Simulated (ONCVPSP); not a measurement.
**Ne, ONCV: configuration errors across variants**

| Property | Result |
| --- | --- |
| Element | neon (Ne) |
| Generator | ONCVPSP 4.0.1 |
| Type | optimised norm-conserving Vanderbilt (ONCV) |
| Functional | PBE |
| Relativity | scalar-relativistic |
| Frozen core | [He] |
| Valence charge | 8 |
| Reference configuration | 2s2 2p4 (charge +2) |
| Partial waves | 2s: rc 0.60 bohr, ncon 5, nbas 8, qcut 13.9 1/bohr, local; 2p: rc 1.35 bohr, ncon 4, nbas 9, qcut 10.1 1/bohr, 1 projector; d scattering state at 0.18 Ha: rc 1.05 bohr, ncon 4, nbas 7, qcut 9.2 1/bohr, 2 projectors, debl 0.7 Ha |
| Local potential | the s channel |
| Core correction | Teter function, fcfact 5.5, rcfact 1.55 |

All-electron excitation energies from the reference (eV): (1) 2s2 2p6 -65.743; (2) 2s2 2p5 -43.268; (3) 2s2 2p3 67.430; (4) 2s2 2p2 162.059.

1 further variants failed, have other tests or too few solved ones, and are left out.

Errors AE − PS in meV (a dash: test not solved or not reliable):

| change | (1) | (2) | (3) | (4) | bound ghosts | GHOST(+) flags above zero |
| --- | --- | --- | --- | --- | --- | --- |
| base | +231 | +106 | +253 | +1448 | none | none |
| p: qcut 11.8 | +161 | +76 | +186 | +1088 | none | none |
| p: nproj 2 | +381 | +151 | +297 | +1584 | none | none |
| s: rc 0.56 | +232 | +107 | +254 | +1450 | none | none |
| all radii but the core radius scaled by about 0.89 (s 0.54, p 1.20, d 0.92 bohr) | +156 | +74 | +183 | +1075 | none | d |
| d: nbas 9 | +231 | +106 | +253 | +1448 | none | none |

Question: Give the same row for: core correction Teter function, fcfact 7.3, rcfact 1.55.

Answer: +232, +107, +254, +1448; bound ghosts: none; GHOST(+) flags above zero: none.
